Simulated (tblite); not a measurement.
C6H11BF2Si.
SMILES with atom numbers: `[CH3:1][B:2]([SiH2:3][CH:4]([F:5])[F:6])[C@H:7]1[C@@H:8]2[CH2:9][C@H:10]12` (hydrogens: H11, H12, H13 on C1; H14, H15 on Si3; H16 on C4; H17 on C7; H18 on C8; H19, H20 on C9; H21 on C10)

Computed with GFN2-xTB (tblite), gas phase: L-BFGS steps from a force-field or distance-geometry start until the largest atomic force falls under 0.01 eV/Å.

Step 199: E = -837.4141 eV
```
atom  x, y, z in Å  |  force x, y, z in eV/Å
C1     -0.0331    2.3387    0.9220    0.047   0.053  -0.051
B2      0.0231    1.0465    0.0187   -0.017   0.018   0.017
Si3     1.7420    0.5703   -0.8309   -0.079   0.076   0.017
C4      2.5651   -0.9231    0.1115    0.016  -0.029  -0.004
F5      3.6766   -1.3659   -0.5415   -0.043   0.014   0.060
F6      2.9917   -0.4930    1.3382   -0.014  -0.057   0.004
C7     -1.3090    0.2489   -0.1785    0.003  -0.030   0.039
C8     -1.3932   -1.0855   -0.8892   -0.020   0.043   0.035
C9     -2.6866   -1.5248   -0.2683    0.013   0.085   0.007
C10    -1.5376   -1.0568    0.5736    0.022   0.060  -0.099
H11     0.4714    3.1887    0.4559   -0.026  -0.078   0.059
H12     0.5151    2.1549    1.8530   -0.073   0.011  -0.133
H13    -1.0381    2.6584    1.1933    0.034  -0.025   0.041
H14     1.7295    0.0996   -2.2252   -0.027  -0.051  -0.006
H15     2.8126    1.5812   -0.7697   -0.025  -0.034   0.001
H16     1.9324   -1.8054    0.2922    0.035   0.027  -0.021
H17    -2.2088    0.8693   -0.2541    0.053  -0.047   0.043
H18    -0.7361   -1.5513   -1.5954   -0.036   0.011   0.101
H19    -2.9271   -2.5833   -0.2693    0.057   0.076   0.017
H20    -3.5614   -0.8822   -0.3633    0.111  -0.104  -0.001
H21    -1.0376   -1.4684    1.4265   -0.030  -0.019  -0.126
```

Step 200: E = -837.4165 eV
```
atom  x, y, z in Å  |  force x, y, z in eV/Å
C1     -0.0274    2.3331    0.9254   -0.058   0.015  -0.088
B2      0.0230    1.0469    0.0168   -0.026  -0.009  -0.006
Si3     1.7370    0.5714   -0.8367   -0.057   0.051   0.005
C4      2.5616   -0.9185    0.1098   -0.051   0.022  -0.005
F5      3.6759   -1.3572   -0.5354    0.020  -0.015   0.027
F6      2.9775   -0.4860    1.3384    0.008  -0.046   0.044
C7     -1.3084    0.2497   -0.1824   -0.019   0.054   0.070
C8     -1.3911   -1.0853   -0.8854   -0.004   0.020  -0.068
C9     -2.6844   -1.5241   -0.2694    0.023   0.032   0.038
C10    -1.5411   -1.0505    0.5745    0.049   0.046  -0.016
H11     0.4889    3.1771    0.4698    0.016   0.018   0.016
H12     0.5081    2.1375    1.8564   -0.002  -0.013  -0.018
H13    -1.0312    2.6596    1.1916    0.017  -0.011   0.039
H14     1.7292    0.0941   -2.2278   -0.037  -0.054  -0.023
H15     2.8048    1.5834   -0.7822   -0.001  -0.014   0.007
H16     1.9287   -1.7999    0.2874    0.021  -0.010  -0.018
H17    -2.2079    0.8692   -0.2616    0.042  -0.027   0.035
H18    -0.7310   -1.5533   -1.5841    0.009  -0.023   0.046
H19    -2.9219   -2.5817   -0.2642    0.050   0.019   0.010
H20    -3.5585   -0.8879   -0.3676    0.014  -0.018  -0.020
H21    -1.0408   -1.4607    1.4263   -0.013  -0.035  -0.075
```

Q: Estimate the geometry and energy of step 201. (The exact step hangs on the optimiser's Hessian estimate; all steps are aligned on step 200, rigid shifts and turns removed.)

A: E = -837.4187 eV, largest force 0.100 eV/Å
```
atom  x, y, z in Å  |  force x, y, z in eV/Å
C1     -0.0259    2.3421    0.9193    0.012  -0.018  -0.058
B2      0.0205    1.0493    0.0207   -0.002   0.000  -0.014
Si3     1.7330    0.5716   -0.8281   -0.025   0.000  -0.024
C4      2.5550   -0.9237    0.1142   -0.035   0.041   0.008
F5      3.6637   -1.3749   -0.5335   -0.013   0.003   0.037
F6      2.9792   -0.4933    1.3417   -0.003  -0.060   0.018
C7     -1.3098    0.2520   -0.1774   -0.023   0.038   0.076
C8     -1.3919   -1.0775   -0.8925   -0.033   0.039  -0.031
C9     -2.6784   -1.5281   -0.2704    0.035  -0.005   0.039
C10    -1.5326   -1.0562    0.5690    0.070   0.053  -0.035
H11     0.4855    3.1855    0.4563   -0.004   0.006   0.003
H12     0.5168    2.1582    1.8497   -0.019  -0.023  -0.043
H13    -1.0284    2.6611    1.1879   -0.059   0.048   0.065
H14     1.7311    0.0963   -2.2199   -0.046  -0.056  -0.029
H15     2.7996    1.5817   -0.7747    0.029   0.014   0.016
H16     1.9124   -1.7973    0.2940    0.031  -0.021  -0.010
H17    -2.2116    0.8690   -0.2431    0.028  -0.026   0.025
H18    -0.7367   -1.5382   -1.5999    0.026  -0.022   0.036
H19    -2.9081   -2.5871   -0.2702    0.046   0.002   0.001
H20    -3.5577   -0.9002   -0.3553   -0.019   0.027  -0.031
H21    -1.0248   -1.4736    1.4118    0.003  -0.039  -0.050
```

The energy changes by -0.0021 eV. The first-order estimate −F·Δx gives -0.0031 eV and the mean of the old and new forces, exact on a quadratic surface, -0.0021 eV. The step makes an angle of 80° with the force vector and moves no atom by more than 0.025 Å.

The cost below is that of the whole relaxation. On one thread, Arm Neoverse N1 (aarch64), no GPU, shared host with 64 logical CPUs at a one-minute load of 61, this took 4.4 s.
